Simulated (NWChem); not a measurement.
Isomers of C2H3BF2O, each optimised at B3LYP/6-31G* with NWChem, gas phase unless a solvent is named. Flexible species stand in one conformer each, which need not be the lowest. Pople sets run with spherical d functions. Relative energies count from the lowest isomer at each level and are electronic, without zero-point energy, on those geometries. Shieldings are non-relativistic GIAO values without spin-orbit effects.

A: O=CCB(F)F
B: B(O)(F)C(=C)F
C: B(F)(F)OC=C
D: O=CB(F)CF

| quantity | A | B | C | D |
|---|---|---|---|---|
| relative energy, BLYP/def2-TZVP (kcal/mol) | 14.8 | … | 0.0 | 74.7 |
| relative energy, Hartree-Fock/def2-TZVP (kcal/mol) | 16.8 | … | 0.0 | 81.8 |
| dipole (D), B3LYP/6-31G* | 3.28 | … | 1.58 | 2.46 |
| 11B shift against boron trifluoride, PBE0/pcSseg-1 (ppm) | 16.1 | … | 1.7 | 33.6 |

**Question.** Fill in the missing entries.

**Answer.** 
- relative energy, BLYP/def2-TZVP (kcal/mol), B: 25.5
- relative energy, Hartree-Fock/def2-TZVP (kcal/mol), B: 31.7
- dipole (D), B3LYP/6-31G*, B: 1.57
- 11B shift against boron trifluoride, PBE0/pcSseg-1 (ppm), B: 12.5
